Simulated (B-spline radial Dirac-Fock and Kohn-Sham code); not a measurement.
Dipole and non-dipole photoemission parameters of Pm 6s

System: the free promethium atom, [Xe] 4f5 6s2; threshold 4.83 eV (orbital energy of the model). The computed values come from a radial atomic solver: Dirac-Hartree-Slater photoionisation with a Latter tail; cross sections with all multipoles, angular parameters from the dipole term and its interference with E2.

The run's input, task.json:

```json
{"items": [{
  "Z": 61,
  "q": 0,
  "cfg": [[1, 0, 2], [2, 0, 2], [2, 1, 6], [3, 0, 2], [3, 1, 6], [3, 2, 10], [4, 0, 2], [4, 1, 6], [4, 2, 10], [4, 3, 5], [5, 0, 2], [5, 1, 6], [6, 0, 2]],
  "A": 145,
  "rrms": 4.962,
  "do": "xps",
  "hv": [59.9, 60, 72.3, 78.5, 134.0, 148.0, 229.0, 519.0, 521.0, 600, 834.0, 859.0, 1040.0, 1190.0, 1230.0, 1253.6, 1486.9, 2070.0, 2530.0, 2984.4, 4000, 4400.0, 4660.0, 4670.0, 6060.0, 6250.0, 7150.0, 8047.8, 8520.0, 12000],
  "edges": {"K": 45184.0, "L1": 7428.0, "L2": 7013.0, "L3": 6459.0, "M1": 1650.0, "M2": 1471.4, "M3": 1357.0, "M4": 1052.0, "M5": 1027.0, "N1": 331.0, "N2": 242.0, "N3": 242.0, "N4": 120.0, "N5": 120.0}
}]}
```

Command: `python xray2_run.py task.json out`

| hν (eV) | σ (kb) | β | γ |
| --- | --- | --- | --- |
| 59.9 | 24.3 | 1.816 | 0.034 |
| 60 | 24.2 | 1.816 | 0.035 |
| 72.3 | 20.5 | 1.848 | 0.078 |
| 78.5 | 18.9 | 1.860 | 0.096 |
| 134 | 10.4 | 1.910 | 0.205 |
| 148 | 9.17 | 1.916 | 0.222 |
| 229 | 5.11 | 1.936 | 0.289 |
| 519 | 1.55 | 1.958 | 0.334 |
| 521 | 1.54 | 1.958 | 0.334 |
| 600 | 1.24 | 1.961 | 0.327 |
| 834 | 0.735 | 1.966 | 0.291 |
| 859 | 0.701 | 1.967 | 0.286 |
| 1040 | 0.513 | 1.969 | 0.250 |
| 1190 | ? | ? | ? |
| 1230 | 0.388 | 1.971 | 0.210 |
| 1253.6 | 0.376 | 1.971 | 0.205 |
| 1486.9 | 0.281 | 1.973 | 0.157 |
| 2070 | 0.158 | 1.976 | 0.054 |
| 2530 | 0.110 | 1.977 | -0.009 |
| 2984.4 | 0.0814 | 1.978 | -0.055 |
| 4000 | 0.0470 | 1.980 | -0.112 |
| 4400 | 0.0392 | 1.980 | -0.121 |
| 4660 | 0.0351 | 1.980 | -0.123 |
| 4670 | 0.0349 | 1.980 | -0.123 |
| 6060 | 0.0211 | 1.981 | -0.100 |
| 6250 | 0.0198 | 1.981 | -0.093 |
| 7150 | 0.0152 | 1.981 | -0.054 |
| 8047.8 | 0.0120 | 1.982 | -0.002 |
| 8520 | 0.0107 | 1.982 | 0.029 |
| 12000 | 0.00526 | 1.982 | 0.308 |

Task: Give the values at 1190 eV.

Result: σ = 0.410 kb, β = 1.971, γ = 0.218. For an s subshell δ is negligible.
